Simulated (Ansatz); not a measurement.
Ansatz (a quantum-chemistry and plane-wave program) input file for TiOCl, SMILES [O]=[Ti][Cl] (connectivity only; charge and spin as stated), neutral, multiplicity 2, PBE-D3(BJ)/def2-TZVP. 

Ansatz 0.2 input:
```yaml
crystal:
  periodic: [false, false, false]
  atoms:
    - {symbol: Ti, position_ang: [0.34940159, -0.58558456, 0.00000000]}
    - {symbol: O, position_ang: [-0.60821749, -1.87644148, 0.00000000]}
    - {symbol: Cl, position_ang: [-0.16594677, 1.64084660, 0.00000000]}
basis:
  gaussian:
    orbitals: def2-TZVP
hamiltonian:
  xc: pbe
  dispersion: d3bj
magnetization: {spin_polarized: true, initial_magnetization: 1}
relax: {f_tol: 0.002, max_steps: 200}
```

It prints:

```
WARN ansatz: RAYON_NUM_THREADS=1 ignored (pool sized by the plan → 1); use --threads N
Functional definition: PBE
integrals: 0.04 GiB planned
820 factors; their error is unknown
mean field: 0.37 GiB planned
mean field evaluation 1: about -37665.5562 eV, gradient 5.2e1 eV
mean field evaluation 2: about -37495.2398 eV, gradient 1.5e2 eV
mean field evaluation 4: about -37670.2901 eV, gradient 3.4e1 eV
mean field evaluation 8: about -37675.1911 eV, gradient 5.7e0 eV
mean field evaluation 16: about -37675.2976 eV, gradient 6.8e-3 eV
mean field evaluation 32: about -37675.3694 eV, gradient 6.5e-2 eV
mean field evaluation 64: about -37675.2972 eV, gradient 1.3e-1 eV
mean field -37675.36989266 eV, -1384.5443062723 hartree, gradient 5.7e-8 eV, S^2 0.755563; 7 other end points of the search recorded, 0 dependent functions left out
the calculation of the forces begins
reference -37675.36994225 eV, -1384.5443080949 hartree; 24, 23 occupied and 89, 90 virtual orbitals, 820 factors
relax step   1: F+E_penalty+E_count = -37675.42135356 eV  Δ(F+E_penalty+E_count) = +0.000e0 eV  max|allowed force component| = 7.880e-1 eV/Å  Δτ_max = 0.0000 Å  (275 SCF iters, accepted)
these checks for a lower state are left out or cut short: starts, cluster_reference, orbital_swaps, neighbouring_geometries, increment
integrals: 0.04 GiB planned
820 factors; their error is unknown
mean field: 0.37 GiB planned
mean field evaluation 96: about -37675.4147 eV, gradient 6.8e-6 eV
mean field -37675.41465594 eV, -1384.5459512927 hartree, gradient 6.7e-6 eV, S^2 0.755886; 0 other end points of the search recorded, 0 dependent functions left out
the calculation of the forces begins
reference -37675.41470662 eV, -1384.5459531548 hartree; 24, 23 occupied and 89, 90 virtual orbitals, 820 factors
relax step   2: F+E_penalty+E_count = -37675.46704591 eV  Δ(F+E_penalty+E_count) = -4.569e-2 eV  max|allowed force component| = 3.898e-1 eV/Å  Δτ_max = 0.0983 Å  (56 SCF iters, accepted)
these checks for a lower state are left out or cut short: starts, cluster_reference, orbital_swaps, neighbouring_geometries, increment
integrals: 0.04 GiB planned
820 factors; their error is unknown
mean field: 0.37 GiB planned
mean field -37675.42385579 eV, -1384.5462893807 hartree, gradient 2.9e-6 eV, S^2 0.755784; 0 other end points of the search recorded, 0 dependent functions left out
the calculation of the forces begins
reference -37675.42390740 eV, -1384.5462912775 hartree; 24, 23 occupied and 89, 90 virtual orbitals, 820 factors
relax step   3: F+E_penalty+E_count = -37675.47700159 eV  Δ(F+E_penalty+E_count) = -9.956e-3 eV  max|allowed force component| = 3.852e-1 eV/Å  Δτ_max = 0.0567 Å  (65 SCF iters, accepted)
these checks for a lower state are left out or cut short: starts, cluster_reference, orbital_swaps, neighbouring_geometries, increment
integrals: 0.04 GiB planned
820 factors; their error is unknown
mean field: 0.37 GiB planned
mean field evaluation 128: about -37675.4263 eV, gradient 1.6e-6 eV
mean field -37675.42629811 eV, -1384.5463791345 hartree, gradient 1.6e-6 eV, S^2 0.755585; 0 other end points of the search recorded, 0 dependent functions left out
the calculation of the forces begins
reference -37675.42634983 eV, -1384.5463810350 hartree; 24, 23 occupied and 89, 90 virtual orbitals, 820 factors
relax step   4: F+E_penalty+E_count = -37675.47944934 eV  Δ(F+E_penalty+E_count) = -2.448e-3 eV  max|allowed force component| = 1.622e-1 eV/Å  Δτ_max = 0.0135 Å  (60 SCF iters, accepted)
these checks for a lower state are left out or cut short: starts, cluster_reference, orbital_swaps, neighbouring_geometries, increment
integrals: 0.04 GiB planned
820 factors; their error is unknown
mean field: 0.37 GiB planned
mean field -37675.42669724 eV, -1384.5463938020 hartree, gradient 6.6e-6 eV, S^2 0.755527; 0 other end points of the search recorded, 0 dependent functions left out
the calculation of the forces begins
reference -37675.42674902 eV, -1384.5463957049 hartree; 24, 23 occupied and 89, 90 virtual orbitals, 820 factors
relax step   5: F+E_penalty+E_count = -37675.47988066 eV  Δ(F+E_penalty+E_count) = -4.313e-4 eV  max|allowed force component| = 2.645e-2 eV/Å  Δτ_max = 0.0040 Å  (58 SCF iters, accepted)
these checks for a lower state are left out or cut short: starts, cluster_reference, orbital_swaps, neighbouring_geometries, increment
integrals: 0.04 GiB planned
820 factors; their error is unknown
mean field: 0.37 GiB planned
mean field -37675.42669902 eV, -1384.5463938675 hartree, gradient 2.8e-6 eV, S^2 0.755513; 0 other end points of the search recorded, 0 dependent functions left out
the calculation of the forces begins
reference -37675.42675082 eV, -1384.5463957712 hartree; 24, 23 occupied and 89, 90 virtual orbitals, 820 factors
relax step   6: F+E_penalty+E_count = -37675.47989409 eV  Δ(F+E_penalty+E_count) = -1.343e-5 eV  max|allowed force component| = 2.030e-4 eV/Å  Δτ_max = 0.0012 Å  (55 SCF iters, accepted)
integrals: 0.04 GiB planned
820 factors; their error is unknown
mean field: 0.37 GiB planned
mean field evaluation 160: about -37489.1843 eV, gradient 1.4e2 eV
mean field evaluation 192: about -37674.5270 eV, gradient 7.7e0 eV
mean field evaluation 224: about -37675.3681 eV, gradient 3.7e0 eV
mean field -37675.42669902 eV, -1384.5463938675 hartree, gradient 2.8e-6 eV, S^2 0.755513; 8 other end points of the search recorded, 0 dependent functions left out
the calculation of the forces begins
reference -37675.42675082 eV, -1384.5463957712 hartree; 24, 23 occupied and 89, 90 virtual orbitals, 820 factors
Total energy: -37675.47994590 eV, -1384.5483506542 hartree
Atom 0 at     0.476590    -0.602303    -0.000000 Å, force     0.000203     0.000033    -0.000000 eV/Å
Atom 1 at    -0.671706    -1.743743    -0.000000 Å, force    -0.000152    -0.000094     0.000000 eV/Å
Atom 2 at    -0.229646     1.524867     0.000000 Å, force    -0.000051     0.000061     0.000000 eV/Å
Dipole moment:     1.027686    -0.275939    -0.000000 e Å
```

The run converged.

Cost: very roughly 70 core-seconds.
